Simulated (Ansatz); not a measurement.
Stepwise reaction of `CC[SiH2]CC` with ammonia, as a gas-phase model of exchange steps in deposition or etching. ΔE in kJ/mol.

Computed with Ansatz on PBE0-D4/def2-TZVP structures; ΔE is electronic, products minus reactants. CCSD(T)/CBS is the MP2 limit (def2-TZVPP, def2-QZVPP) plus CCSD(T) − MP2 in def2-TZVPP, frozen cores. This one scheme is used for every species. DFT in def2-TZVPP. B3LYP here is the variant with VWN-RPA as its local correlation; programs differ in this. One conformer a species, not always the lowest.

```
step                                 reaction  PBE-D4  B3LYP-D4  ωB97M-V  CCSD(T)/CBS
   1  `CC[SiH2]CC` + NH₃ → `CC[SiH2]N` + `CC`   -48.5     -56.5    -55.0        -53.6
```

Task: Give the row of step 2, `CC[SiH2]N` + NH₃ → `N[SiH2]N` + `CC`. (Estimate.)

Result: The calculation gave: 
```tsv
step	reaction	PBE-D4	B3LYP-D4	ωB97M-V	CCSD(T)/CBS
2	`CC[SiH2]N` + NH₃ → `N[SiH2]N` + `CC`	-63.1	-71.5	-69.5	-69.2
```

Task: By hand: ΔE of the 2 steps together at CCSD(T)/CBS.

Result: (-53.6) + (-69.2) = -122.8 kJ/mol, or -61.4 kJ/mol a step.

In ΔE each step is lower than the one before. All are downhill at CCSD(T)/CBS. PBE-D4 differs from CCSD(T)/CBS by 5.1 to 6.1 kJ/mol a step. Only this route is followed, and other bonds may react first. Isolated molecules leave out the surface, adducts and barriers. Largest T1 diagnostic: 0.010.
